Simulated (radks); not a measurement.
The nuclear charge of neutral germanium is varied continuously with 32 electrons held in [Ar] 3d10 4s2 4p2. Method: scalar-relativistic Kohn-Sham, PBE, spin-polarised, spherical densities, finite nucleus; open shells are filled with parallel spins first; Fermi nuclear charge, rms radius 4.0742 fm; computed with a radial shooting solver on a logarithmic mesh with Libxc functionals. By the Hellmann-Feynman theorem dE/dZ = E(electron-nucleus)/Z, the electronic potential at the nucleus (averaged over a nucleus of fixed radius). The scalar-relativistic energy here is not variational (the density holds large components alone), so the two differ by a part that grows with Z.

Z     E (hartree)  E(electron-nucleus)/Z (hartree)  HOMO  e(HOMO) (eV)  <r> HOMO (bohr)
31.8  -2067.32654                         -156.736    4p        -2.865            3.032
31.9  -2083.05347                         -157.408    4p        -3.621            2.936
32    -2098.84784                         -158.080    4p        -4.415            2.851
32.1  -2114.70959                         -158.752    4p        -5.244            2.773
32.2  -2130.63867                         -159.422    4p        -6.106            2.703
32.3  -2146.63502                         -160.093    4p        -7.001            2.638
32.4  -2162.69861                         -160.762    4p        -7.926            2.579
32.5  -2178.82940                         -161.432    4p        -8.882            2.523
32.6  -2195.02736                         -162.101    4p        -9.866            2.471
32.7  -2211.29246                         -162.770    4p       -10.879            2.423
32.8  -2227.62468                         -163.439    4p       -11.919            2.377
32.9  -2244.02399                         -164.107    4p       -12.986            2.334
33    -2260.49038                         -164.775    4p       -14.079            2.294

The central difference of E at Z = 32 is -158.281 hartree, to compare with the third column; the second derivative is -6.74 hartree.
